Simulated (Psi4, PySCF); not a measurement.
Here is a job for PySCF.
```python
from pyscf import gto, scf, dft

mol = gto.M(
    atom='''
Cl    0.000000    0.000000    0.000000
''',
    basis='6-311g**',
    charge=-1,
    spin=0,
    verbose=4,
)

mf = dft.RKS(mol)
mf.xc = 'b3lyp5'
mf.grids.atom_grid = (99, 590)
mf.grids.prune = None
mf.kernel()
```

**Question.** Convert this to an input for Psi4.

**Answer.** This is not unique; one that fits is 
```
memory 2 GB

molecule mol {
-1 1
Cl    0.000000    0.000000    0.000000
}

set {
  basis 6-311g**
  reference rks
  scf_type pk
  puream true
  d_convergence 1e-8
  dft_radial_points 99
  dft_spherical_points 590
}

energy('b3lyp5')
print_variables()
```

Both were run: PySCF gave -460.232014 Eh and Psi4 -460.232014 Eh, 0.000 mEh apart.
